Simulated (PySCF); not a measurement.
**Electron correlation in O (oxygen, neutral)**

[He] 2s2 2p4, high-spin 3P determinant. All numbers are calculated (PySCF 2.14, the spin-free X2C one-electron Hamiltonian (Gaussian nucleus), in jorge-DZP-DKH (4s2p1d, 15 functions)). Frozen: 1s2; 6 electrons correlated.

MP2 pair energies summed by pair of shells (mhartree):

```json
{"pair": "2p-2p", "energy": "-45.55", "share (%)": "46.4"}
{"pair": "2s-2p", "energy": "-44.38", "share (%)": "45.2"}
{"pair": "2s-2s", "energy": "-8.23", "share (%)": "8.4"}
```

Total MP2 correlation energy: -98.16 mhartree.

Same-spin part -24.42 and opposite-spin part -73.73 mhartree; SCS-MP2 scales them by 1/3 and 6/5 to -96.62 mhartree.

| level | correlation energy (mhartree) |
| --- | --- |
| CCSD | -112.88 |
| (T) | -1.14 |
| CCSD(T) | -114.02 |

Diagnostics: T1 = 0.0055, D1 = 0.0095, largest double amplitude 0.057.

Cost of the coupled-cluster step: 0.16 s of wall time on 1 thread of Intel(R) Xeon(R) Platinum 8375C CPU @ 2.90GHz (shared host), for 6 correlated electrons.

Iterations:

```
CC2 = 0
CCSD nocc = (np.int64(4), np.int64(2)), nmo = (14, 14)
frozen orbitals [[0], [0]]
max_cycle = 100
direct = 0
conv_tol = 1e-08
conv_tol_normt = 1e-06
diis_space = 8
diis_start_cycle = 0
Init t2, MP2 energy = -0.0981556546098012
Init E_corr(UCCSD) = -0.0981556546103297
cycle = 1  E_corr(UCCSD) = -0.109776207309108  dE = -0.0116205527  norm(t1,t2) = 0.0259923
cycle = 2  E_corr(UCCSD) = -0.111962397804097  dE = -0.00218619049  norm(t1,t2) = 0.00814742
cycle = 3  E_corr(UCCSD) = -0.112900912641486  dE = -0.000938514837  norm(t1,t2) = 0.00370661
cycle = 4  E_corr(UCCSD) = -0.112868844667644  dE = 3.20679738e-05  norm(t1,t2) = 0.00115884
cycle = 5  E_corr(UCCSD) = -0.112885039944557  dE = -1.61952769e-05  norm(t1,t2) = 0.000217681
cycle = 6  E_corr(UCCSD) = -0.112884702434995  dE = 3.37509563e-07  norm(t1,t2) = 3.43312e-05
cycle = 7  E_corr(UCCSD) = -0.112884956378533  dE = -2.53943538e-07  norm(t1,t2) = 6.86013e-06
cycle = 8  E_corr(UCCSD) = -0.112884908897894  dE = 4.74806391e-08  norm(t1,t2) = 1.6549e-06
cycle = 9  E_corr(UCCSD) = -0.112884907261764  dE = 1.63612973e-09  norm(t1,t2) = 3.74592e-07
UCCSD converged
E(UCCSD) = -74.97005048747489  E_corr = -0.1128849072617644
UCCSD(T) correction = -0.00114241798729849
```
